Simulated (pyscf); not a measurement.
# H₃C–SiH•–CH₃ (SMILES C[SiH]C), doublet

Gas-phase minimum from PySCF at ωB97X-D3(BJ)/def2-SVP, one conformer. Other isomers of H₃C–SiH•–CH₃ were not searched in full and may lie lower. 

```xyz
10

C     -1.1689     0.8587     0.4950
Si     0.0330    -0.1701    -0.5359
C     -0.7104    -1.8475    -0.9822
H     -0.7308     1.8308     0.7695
H     -2.1028     1.0478    -0.0577
H     -1.4270     0.3252     1.4267
H      1.3219    -0.3586     0.2095
H     -0.9669    -2.4080    -0.0660
H     -1.6308    -1.7275    -1.5754
H     -0.0033    -2.4561    -1.5670
```
Charge 0, spin multiplicity 2.

Bond lengths (Å): C1–Si2 1.888, C1–H4 1.101, C1–H5 1.102, C1–H6 1.104, Si2–C3 1.888, Si2–H7 1.501, C3–H8 1.104, C3–H9 1.102, C3–H10 1.101. Angles (°): Si2–C1–H4 111.3, Si2–C1–H5 111.1, Si2–C1–H6 110.3, H4–C1–H5 108.1, H4–C1–H6 108.0, H5–C1–H6 107.9, C1–Si2–C3 111.3, C1–Si2–H7 110.1, C3–Si2–H7 110.1, Si2–C3–H8 110.3, Si2–C3–H9 111.1, Si2–C3–H10 111.3, H8–C3–H9 107.9, H8–C3–H10 108.0 (the first ones only).

Properties at ωB97X-D3(BJ)/def2-SVP:

```
Property                                                                                                                                                                                                                                                  Value
---------------------------------------------------------------------------------------------------------------------  ----------------------------------------------------------------------------------------------------------------------------------------
Harmonic wavenumbers, unscaled                                                                                         142, 156, 203, 511, 610, 658, 687, 745, 861, 873, 904, 1271, 1277, 1434, 1437, 1442, 1448, 2193, 3057, 3057, 3153, 3154, 3176, 3176 cm⁻¹
Zero-point energy                                                                                                                                                                                                                                 50.9 kcal/mol
Rotational symmetry number                                                                                                                                                                                                                                    1
Entropy of this conformer at 298 K and 1 atm, rigid rotor and harmonic oscillator, modes under 100 cm⁻¹ raised to 100                                                                                                                           307.5 J/(mol K)
Dipole moment                                                                                                                                                                                                                                            0.79 D
Spin expectation value S2                                                                                                                                                                                                                                 0.751
```

Single-point totals, which compare only within one level (frozen core for MP2 and CC):

```tsv
level	total energy (hartree)
ωB97X-D3(BJ)/def2-TZVP	-369.99481
PBE/def2-TZVP	-369.64750
r²SCAN/def2-TZVP	-369.84104
B3LYP-D3(BJ)/def2-TZVP	-369.95999
PBE0-D3(BJ)/def2-TZVP	-369.70051
M06-2X/def2-TZVP	-369.84900
ωB97M-D3(BJ)/def2-TZVP	-369.97523
UHF/def2-TZVPP	-368.75950
MP2/def2-TZVPP	-369.22664
CCSD/def2-TZVPP	-369.27163
CCSD(T)/def2-TZVPP	-369.29053
```

Soft torsions are taken as harmonic, which can shift the entropy by several J/(mol K). The CCSD(T) − MP2 part came from Ansatz, without density fitting, on the same reference.
